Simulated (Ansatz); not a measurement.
Geometry optimisation, Ansatz, UHF/def2-SVP.

input.yaml

```yaml
crystal:
  periodic: [false, false, false]
  atoms:
    - { symbol: Al, position_ang: [0.0, 0.0, 0.0] }
    - { symbol: Cl, position_ang: [0.0, 0.0, 2.48] }
    - { symbol: "N", position_ang: [1.6627, 0.0, -0.96] }
    - { symbol: H, position_ang: [2.1293, -0.9179, -1.2118] }
    - { symbol: H, position_ang: [2.1141, 0.9179, -1.2382] }
    - { symbol: "N", position_ang: [-1.6627, 0.0, -0.96] }
    - { symbol: H, position_ang: [-2.3316, -0.8164, -0.8614] }
    - { symbol: H, position_ang: [-1.9118, 0.8164, -1.5886] }
    - { symbol: H, position_ang: [0.0, 0.0, 4.15] }
magnetization:
  spin_polarized: true
  initial_magnetization: 1
basis:
  gaussian: { orbitals: def2-SVP }
hamiltonian:
  xc: hf
relax:
  f_tol: 0.15
  max_steps: 25
  restrain:
    - { distance: [1, 8], at: 1.37, k: 30.0 }
    - { distance: [0, 1], at: 3.43, k: 30.0 }
```

Launched with:

```bash
$ ansatz run input.yaml --threads 2 --pin off --max-ram 3072MiB --backend cpu --events-out ev --progress --plain --runs-dir out
```

Question: Where does it end, and by what steps?

Answer: It did not converge within its limit. The restraints hold the end off the free minimum. After 24 steps the energy has fallen by 2.228 eV (the restraints' own energy left out); H9 moved furthest, 1.77 Å. Parted: Al1–Cl2. Joined: Cl2–H9.

```csv
step,energy less start (eV),largest force component (eV/Å),accepted
0,0.0000,3.425,yes
1,-0.3855,3.144,yes
2,-1.0253,1.164,yes
3,-1.3535,1.479,yes
4,-1.6811,1.791,yes
5,-1.8474,2.104,yes
6,-1.8672,2.560,yes
7,-2.0632,1.768,yes
8,-2.1065,1.635,yes
9,-2.0757,1.892,no
10,-2.1257,1.504,yes
11,-2.1385,1.426,yes
12,-2.1181,1.653,no
13,-2.1462,1.359,yes
14,-2.1544,1.245,yes
15,-2.1632,1.299,yes
16,-2.1777,1.419,yes
17,-2.1946,1.460,yes
18,-2.1763,1.949,yes
19,-2.2095,1.595,yes
20,-2.2196,1.529,yes
21,-2.1712,2.181,no
22,-2.2184,1.602,yes
23,-2.2170,1.652,yes
24,-2.2285,1.516,yes
```

```xyz
9
Properties=species:S:1:pos:R:3
Al 0.032 -0.948 -0.589
Cl 0.052 -0.649 2.831
N 1.551 -0.078 -0.920
H 2.468 -0.478 -0.861
H 1.624 0.897 -1.144
N -1.462 0.033 -0.607
H -2.388 -0.348 -0.551
H -1.513 1.002 -0.860
H -0.364 0.568 2.512
```

Time of the run: 110 s on 2 threads of AMD EPYC (Zen 3) (shared host), peak memory 0.23 GiB.
